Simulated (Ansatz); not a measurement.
Geometry optimisation, DFT PBE, scalar-relativistic, plane waves, PAW in Ansatz 0.2.0.

input.yaml

```yaml
accuracy: low
crystal:
  lattice:
    - [7.872994, 0.0, 0.0]
    - [0.0, 7.872994, 0.0]
    - [0.0, 0.0, 7.872994]
  atoms:
    - { symbol: O, position: [1.0706023, 0.6768095, 0.9632132] }
    - { symbol: C, position: [0.9169213, 0.6964955, 0.9597805] }
    - { symbol: H, position: [0.8512556, 0.7520662, 0.8490783] }
    - { symbol: H, position: [0.8345759, 0.6598845, 1.0671767] }
    - { symbol: O, position: [0.5230697, 0.2987453, -0.0702295] }
    - { symbol: C, position: [0.3861907, 0.312474, 0.0011345] }
    - { symbol: H, position: [0.3312503, 0.4372476, 0.0338173] }
    - { symbol: H, position: [0.309302, 0.2009226, 0.0371827] }
    - { symbol: O, position: [0.6321597, 0.0125335, 0.3905279] }
    - { symbol: C, position: [0.727162, 0.0461066, 0.27278] }
    - { symbol: H, position: [0.8369884, 0.1319676, 0.2876495] }
    - { symbol: H, position: [0.7088328, -0.0074199, 0.1445069] }
    - { symbol: O, position: [0.9097871, 0.6592509, 0.4507393] }
    - { symbol: C, position: [0.9853679, 0.5995019, 0.3293525] }
    - { symbol: H, position: [1.0232506, 0.677568, 0.2192359] }
    - { symbol: H, position: [1.0202776, 0.4638913, 0.3225606] }
    - { symbol: O, position: [0.6096121, 0.6476704, 0.905638] }
    - { symbol: C, position: [0.5635247, 0.7432691, 0.7927044] }
    - { symbol: H, position: [0.531714, 0.877628, 0.8170113] }
    - { symbol: H, position: [0.5509485, 0.7009819, 0.6596304] }
    - { symbol: O, position: [0.9050913, 1.0965288, 0.7650547] }
    - { symbol: C, position: [0.9287279, 0.9860433, 0.6589819] }
    - { symbol: H, position: [0.9091752, 1.0086792, 0.5220135] }
    - { symbol: H, position: [0.9710453, 0.8569983, 0.6937911] }
    - { symbol: O, position: [0.5821926, 0.5219062, 0.4234097] }
    - { symbol: C, position: [0.5763225, 0.5119304, 0.2688679] }
    - { symbol: H, position: [0.5807704, 0.6253222, 0.1865418] }
    - { symbol: H, position: [0.5662213, 0.3889309, 0.2023537] }
    - { symbol: O, position: [0.3078898, 0.8951579, 0.3464381] }
    - { symbol: C, position: [0.3153404, 0.8759795, 0.1928353] }
    - { symbol: H, position: [0.3400221, 0.7509808, 0.1343444] }
    - { symbol: H, position: [0.2978345, 0.9825075, 0.1033904] }
basis:
  ecutwfc: 420.0
kpoints:
  mp_grid: { grid: [1, 1, 1] }
hamiltonian:
  xc: pbe
scf:
  occupations: { method: fermi_dirac, width: 0.02 }
  lower_state_search: "off"
relax:
  f_tol: 0.3
  max_steps: 15
  adjacent_minimum: "off"
```

Launched with:

```bash
$ ansatz run input.yaml --threads 1 --pin off --max-ram 3072MiB --backend cpu --events-out ev --progress --plain --runs-dir out
```

Task: Where does it end, and by what steps?

Result: The run converged. The threshold is loose, so the end isn't yet a minimum. The force dipped under the threshold on the way, but the program's further checks kept it going. Limits of this set-up: coarse k mesh, low accuracy level. After 13 steps the energy has fallen by 1.819 eV; H8 moved furthest, 1.37 Å.

| step | energy less start (eV) | largest force component (eV/Å) | accepted |
| --- | --- | --- | --- |
| 0 | 0.0000 | 1.415 | yes |
| 1 | -0.4391 | 1.227 | yes |
| 2 | -0.7025 | 1.272 | yes |
| 3 | -1.0197 | 0.894 | yes |
| 4 | -1.2538 | 1.294 | yes |
| 5 | -1.4535 | 0.756 | yes |
| 6 | -1.5595 | 0.405 | yes |
| 7 | -1.6541 | 0.231 | yes |
| 8 | -1.7071 | 1.171 | yes |
| 9 | -1.5554 | 1.981 | no |
| 10 | -1.7459 | 0.724 | yes |
| 11 | -1.7644 | 0.633 | yes |
| 12 | -1.8195 | 0.298 | yes |
| 13 | -1.8195 | 0.298 | yes |

```xyz
32
Lattice="7.8730 0.0000 0.0000 0.0000 7.8730 0.0000 0.0000 0.0000 7.8730" Properties=species:S:1:pos:R:3
O 8.495 4.972 7.677
C 7.320 4.770 7.433
H 6.931 4.732 6.392
H 6.569 4.645 8.254
O 3.841 1.967 -0.476
C 2.826 2.577 -0.748
H 2.809 3.685 -0.896
H 1.831 2.068 -0.834
O 5.426 -0.247 2.580
C 6.042 0.213 1.641
H 6.983 0.800 1.791
H 5.708 0.076 0.585
O 8.048 4.717 4.301
C 8.166 4.176 3.219
H 8.151 4.747 2.257
H 8.317 3.072 3.133
O 4.242 5.876 7.213
C 3.859 6.393 6.178
H 3.636 7.485 6.134
H 3.730 5.805 5.235
O 7.818 8.547 6.527
C 7.757 8.087 5.400
H 7.410 8.697 4.530
H 8.038 7.033 5.167
O 3.883 3.982 3.550
C 4.315 3.919 2.419
H 4.508 4.829 1.804
H 4.548 2.942 1.933
O 1.671 7.903 2.790
C 2.225 7.426 1.820
H 2.754 6.442 1.845
H 2.228 7.948 0.829
```

Run time: 45 s on 1 thread of Arm Neoverse V1, with other jobs on the host, peak memory 0.45 GiB.
